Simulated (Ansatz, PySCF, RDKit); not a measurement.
Isomers of CH6Si2. All species are isolated molecules in the gas phase. Strings in code marks are SMILES.

Quantity: electronic energy of isomers of CH6Si2 relative to `C[SiH]=[SiH2]`, in kcal/mol. The restricted reference of `C[SiH]=[SiH2]`, `C=[SiH][SiH3]` and `[SiH2]=C[SiH3]` is unstable towards unrestricted orbitals. Force-field values (RDKit) are differences of steric energies, which aren't made for comparing isomers with other bonds.

Level 1: frozen-core MP2/cc-pVTZ // PBE-D3(BJ)/def2-TZVP (Ansatz, a quantum-chemistry and plane-wave program)
Level 2: B3LYP/6-31G* // PBE-D3(BJ)/def2-TZVP (PySCF)
Level 3: HF/STO-3G // PBE-D3(BJ)/def2-TZVP (PySCF)
Level 4: UFF, relaxed from the DFT geometry (RDKit)

```tsv
species	level 1	level 2	level 3	level 4
`[SiH2]=C[SiH3]`	-2.20	2.66	-2.14	-0.10
`C=[SiH][SiH3]`	1.83	3.61	-5.17	0.06
```
